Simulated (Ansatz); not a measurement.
Calculated with Ansatz (gas phase, PBE0-D4/def2-TZVP geometries, no zero-point term in ΔE). CBS: MP2 limit from def2 TZ/QZ plus the TZ coupled-cluster correction, frozen cores. Functionals use def2-TZVPP. One conformer a species, not always the lowest.

Reaction (substitution at a C–C bond): `C[C@H]1B[Si@@H]1F` + `C=C(O)[SiH3]` → `C=C([SiH3])OC` + `F[SiH]1BC1`

`C[C@H]1B[Si@@H]1F`:

Cartesian coordinates in Å:
```
C 0.626 1.230 -0.405
C -0.469 0.242 -0.677
B -0.461 -1.226 -0.711
Si 0.078 -1.222 1.086
F -0.739 -2.045 2.186
H 0.919 1.668 -1.367
H 1.532 0.774 0.002
H 0.314 2.057 0.238
H -1.372 0.724 -1.062
H -1.279 -1.963 -1.165
H 0.850 -0.240 1.876
```

`C=C(O)[SiH3]`:

```xyz
10

C     0.764    0.869   -1.125
C     0.563    0.030   -0.110
O     1.640   -0.582    0.470
Si   -1.164   -0.320    0.531
H     1.762    1.074   -1.498
H    -0.072    1.363   -1.598
H     1.358   -1.156    1.185
H    -1.451   -1.778    0.430
H    -2.149    0.456   -0.258
H    -1.249    0.043    1.972
```

`C=C([SiH3])OC`:

Z-matrix (Å, degrees):
```
Si
C 1 1.877
H 1 1.486 2 110.2
H 1 1.486 2 110.2 3 -119.7
H 1 1.485 2 108.2 3 120.2
O 2 1.356 1 111.9 3 60.0
C 2 1.336 1 122.5 3 -120.0
C 6 1.409 2 117.2 1 180.0
H 7 1.081 2 119.1 1 -0.0
H 7 1.083 2 123.8 1 180.0
H 8 1.095 6 111.0 2 -60.7
H 8 1.089 6 106.5 2 -179.9
H 8 1.095 6 111.1 2 60.8
```

`F[SiH]1BC1`:

Z-matrix (Å, degrees):
```
Si
B 1 1.887
C 1 2.007 2 44.8
F 1 1.601 2 125.6 3 74.0
H 1 1.483 2 129.7 3 -102.1
H 2 1.186 1 139.7 3 132.6
H 3 1.099 1 81.4 2 135.4
H 3 1.089 1 144.8 2 -112.2
```

CCSD(T)/CBS gives +0.22 eV.

Question: Another level gave +0.22 eV. Which?
A. CCSD/def2-TZVPP
B. r2SCAN/def2-TZVPP
C. HF/def2-TZVPP
D. PBE-D4/def2-TZVPP

Answer: B. r2SCAN 0.22, PBE-D4 0.32, HF/def2-TZVPP -0.01, CCSD/def2-TZVPP 0.17 eV.

Largest T1 diagnostic among the species: 0.014.

From PBE to PBE0 (25 % exact exchange), in def2-TZVPP and without D4, ΔE moves by −0.08 eV. In def2-TZVPP, CCSD(T) changes the Hartree–Fock value by +0.22 eV (the triples alone add +0.04 eV) and MP2 by +0.23 eV.
